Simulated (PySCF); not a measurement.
**Correlation energy of F+ (fluorine, charge +1)**

[He] 2s1 2p4 3s1, high-spin 5P determinant (an excited configuration). All numbers are calculated (PySCF 2.14, the non-relativistic Hamiltonian (point nucleus), in aug-cc-pVQZ). Frozen: 1s2; 6 electrons correlated.

```
  level  correlation energy (mhartree)
   CCSD                        -121.67
    (T)                          -6.69
CCSD(T)                        -128.36
```

Diagnostics: T1 = 0.0056, D1 = 0.0164, largest double amplitude 0.257.

The outer electron is Rydberg-like, and this basis confines it to a smaller radius and binds it less than a complete one would. A double-excitation amplitude exceeds 0.15, a sign of near-degeneracy.

Cost of the coupled-cluster step: about 12 core-seconds, for 6 correlated electrons.

Iterations:

```
CC2 = 0
CCSD nocc = (np.int64(5), np.int64(1)), nmo = (79, 79)
frozen orbitals [[0], [0]]
max_cycle = 100
direct = 0
conv_tol = 1e-08
conv_tol_normt = 1e-06
diis_space = 8
diis_start_cycle = 0
Init t2, MP2 energy = -0.121139889267935
Init E_corr(UCCSD) = -0.121139889271013
cycle = 1  E_corr(UCCSD) = -0.139572273265313  dE = -0.018432384  norm(t1,t2) = 0.198296
cycle = 2  E_corr(UCCSD) = -0.157400423898572  dE = -0.0178281506  norm(t1,t2) = 0.424396
cycle = 3  E_corr(UCCSD) = -0.12912704394893  dE = 0.0282733799  norm(t1,t2) = 0.904914
cycle = 4  E_corr(UCCSD) = -0.128879886604123  dE = 0.000247157345  norm(t1,t2) = 0.0545811
cycle = 5  E_corr(UCCSD) = -0.12650876347633  dE = 0.00237112313  norm(t1,t2) = 0.0557932
cycle = 6  E_corr(UCCSD) = -0.122052553599161  dE = 0.00445620988  norm(t1,t2) = 0.128333
cycle = 7  E_corr(UCCSD) = -0.121713094116283  dE = 0.000339459483  norm(t1,t2) = 0.0191635
cycle = 8  E_corr(UCCSD) = -0.121584870353457  dE = 0.000128223763  norm(t1,t2) = 0.00770382
cycle = 9  E_corr(UCCSD) = -0.121715512411991  dE = -0.000130642059  norm(t1,t2) = 0.000565796
cycle = 10  E_corr(UCCSD) = -0.121671027594743  dE = 4.44848172e-05  norm(t1,t2) = 0.000629548
cycle = 11  E_corr(UCCSD) = -0.121676608005468  dE = -5.58041073e-06  norm(t1,t2) = 0.000269876
cycle = 12  E_corr(UCCSD) = -0.121672829520047  dE = 3.77848542e-06  norm(t1,t2) = 2.52884e-05
cycle = 13  E_corr(UCCSD) = -0.121673022799142  dE = -1.93279094e-07  norm(t1,t2) = 6.04532e-06
cycle = 14  E_corr(UCCSD) = -0.121672981125769  dE = 4.16733733e-08  norm(t1,t2) = 1.03248e-06
cycle = 15  E_corr(UCCSD) = -0.121672995076855  dE = -1.39510867e-08  norm(t1,t2) = 2.96298e-07
cycle = 16  E_corr(UCCSD) = -0.121673001539864  dE = -6.46300916e-09  norm(t1,t2) = 7.62498e-08
UCCSD converged
E(UCCSD) = -97.50810262626332  E_corr = -0.1216730015398644
UCCSD(T) correction = -0.00668541470498788
```
